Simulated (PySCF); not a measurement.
Correlation energy of C (carbon, neutral)

[He] 2s1 2p2 3s1, high-spin 5P determinant (an excited configuration). Computed with PySCF 2.14 in aug-cc-pCVTZ-DK with one added diffuse shell each of s, p, d, f type (8s7p5d3f, 75 functions), with scalar relativity by spin-free X2C-1e. Frozen: 1s2; 4 electrons correlated.

```
  level  correlation energy (mhartree)
   CCSD                         -20.74
    (T)                          -0.17
CCSD(T)                         -20.91
```

Diagnostics: T1 = 0.012, D1 = 0.0335, largest double amplitude 0.027.

The outer electron is Rydberg-like, and this basis confines it to a smaller radius and binds it less than a complete one would.

Cost of the coupled-cluster step: of the order of 7 core-seconds, for 4 correlated electrons.

Iterations:

```
CC2 = 0
CCSD nocc = (np.int64(4), np.int64(0)), nmo = (74, 74)
frozen orbitals [[0], [0]]
max_cycle = 100
direct = 0
conv_tol = 1e-08
conv_tol_normt = 1e-06
diis_space = 8
diis_start_cycle = 0
Init t2, MP2 energy = -0.0153312436443786
Init E_corr(UCCSD) = -0.0153312436444104
cycle = 1  E_corr(UCCSD) = -0.0189480446463829  dE = -0.003616801  norm(t1,t2) = 0.0239793
cycle = 2  E_corr(UCCSD) = -0.0200011336498214  dE = -0.001053089  norm(t1,t2) = 0.0124867
cycle = 3  E_corr(UCCSD) = -0.0207906284074344  dE = -0.000789494758  norm(t1,t2) = 0.00767681
cycle = 4  E_corr(UCCSD) = -0.0206701848791359  dE = 0.000120443528  norm(t1,t2) = 0.00289973
cycle = 5  E_corr(UCCSD) = -0.0207356164425673  dE = -6.54315634e-05  norm(t1,t2) = 0.00179634
cycle = 6  E_corr(UCCSD) = -0.0207386517312021  dE = -3.03528863e-06  norm(t1,t2) = 0.000765988
cycle = 7  E_corr(UCCSD) = -0.0207472050637257  dE = -8.55333252e-06  norm(t1,t2) = 0.000307755
cycle = 8  E_corr(UCCSD) = -0.0207426867340372  dE = 4.51832969e-06  norm(t1,t2) = 0.000137561
cycle = 9  E_corr(UCCSD) = -0.0207429510460814  dE = -2.64312044e-07  norm(t1,t2) = 7.9718e-05
cycle = 10  E_corr(UCCSD) = -0.0207438133690783  dE = -8.62322997e-07  norm(t1,t2) = 3.36613e-05
cycle = 11  E_corr(UCCSD) = -0.0207438460126526  dE = -3.26435743e-08  norm(t1,t2) = 7.69311e-06
cycle = 12  E_corr(UCCSD) = -0.0207437931289736  dE = 5.2883679e-08  norm(t1,t2) = 3.02637e-06
cycle = 13  E_corr(UCCSD) = -0.0207437795934438  dE = 1.35355298e-08  norm(t1,t2) = 5.28907e-07
cycle = 14  E_corr(UCCSD) = -0.0207437834649907  dE = -3.87154691e-09  norm(t1,t2) = 1.39786e-07
UCCSD converged
E(UCCSD) = -37.32920401128401  E_corr = -0.02074378346499073
UCCSD(T) correction = -0.000174428541648246
```
